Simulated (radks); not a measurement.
Q: Mo II, 41 electrons, occupied as [Kr] 4d3 5s0.5 5p1.5 (fractional occupations, a model configuration). Calculated with a radial shooting solver on a logarithmic mesh with Libxc functionals: scalar-relativistic Kohn-Sham, LDA (Slater exchange, Perdew-Wang correlation), spin-polarised, spherical densities, point nucleus; open shells are filled with parallel spins first (spin-orbit coupling, left out, can overturn this in heavy ions). Some entries of the table are withheld. Estimate them.

orbital,occ.,eigenvalue (eV),<1/r> (bohr^-1)
1s up,1,-19810.62,43.50
1s down,1,-19810.57,43.50
2s up,1,-2812.473,9.792
2s down,1,-2812.082,9.793
2p up,3,-2517.814,9.528
2p down,3,-2517.496,9.528
3s up,1,-491.2640,3.360
3s down,1,-490.9546,3.361
3p up,3,-394.7476,3.199
3p down,3,-394.4107,3.199
3d up,5,-237.2466,2.968
3d down,5,-236.8094,2.969
4s up,1,-80.4501,1.242
4s down,1,-78.4283,1.249
4p up,3,(1),1.105
4p down,3,(2),1.112
4d up,3,(3),0.7876
4d down,0,(4),0.7942
5s up,0.5,-14.1604,0.4417
5s down,0,-11.7367,0.4278
5p up,1.5,-9.1238,(5)
5p down,0,-7.1165,(6)

A: 
(1) 4p up eigenvalue (eV): -54.3428
(2) 4p down eigenvalue (eV): -52.1570
(3) 4d up eigenvalue (eV): -17.9531
(4) 4d down eigenvalue (eV): -15.4442
(5) 5p up <1/r> (bohr^-1): 0.3608
(6) 5p down <1/r> (bohr^-1): 0.3336
